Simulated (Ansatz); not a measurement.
The first iterations of a band of C3H9NSSi (15 atoms, charge 0, multiplicity 1).

Method: RKS PBE-D4/cc-pVDZ (Ansatz 0.2.0).

| Quantity | Value |
| --- | --- |
| movable images | 5 |
| climbing image | yes |
| spring | 5.0 eV/Å² |
| optimiser | quadratic models (default) |
| start path | IDPP |
| force threshold | 0.05 eV/Å |
| iteration limit | 60 |
| end points | relaxed |

Initial state:

```xyz
15
Properties=species:S:1:pos:R:3
C -0.936 -0.042 1.471
C 0.243 0.110 0.501
S 1.751 0.395 1.598
C 0.379 -1.106 -0.484
Si -0.245 0.076 -1.853
N 0.074 1.170 -0.497
H -1.107 0.900 2.030
H -1.858 -0.282 0.903
H -0.754 -0.853 2.204
H 2.582 0.684 0.553
H -0.234 -1.982 -0.202
H 1.428 -1.427 -0.617
H 0.591 0.320 -3.089
H -1.684 -0.107 -2.294
H -0.250 2.093 -0.196
```

Final state:

```xyz
15
Properties=species:S:1:pos:R:3
C -0.915 -0.208 1.466
C 0.267 -0.049 0.501
S 1.808 -0.283 1.563
C 0.176 -1.017 -0.733
Si -0.248 0.530 -1.774
N 0.285 1.221 -0.231
H -1.869 -0.150 0.902
H -0.877 -1.183 1.993
H -0.909 0.599 2.227
H 2.670 0.090 0.571
H -0.577 -1.819 -0.619
H 1.151 -1.471 -0.986
H 0.597 0.900 -2.971
H -1.705 0.699 -2.161
H 0.125 2.092 0.281
```

| iteration | highest image above the first end (eV) | largest band force component (eV/Å) |
| --- | --- | --- |
| 1 | 0.252 | 1.034 |
| 2 | 0.188 | 0.591 |

Task: Does the band converge within its limit, and where does its top end?

Result: The forces met the threshold. It ended after 5 iterations with the highest image 0.174 eV above the first end. A vibrational analysis at the climbing image gives one clearly imaginary mode, 255i cm⁻¹: a first-order saddle point.

Run time: 120 s on 2 threads of Arm Neoverse V1, with other jobs on the host, peak memory 0.21 GiB.
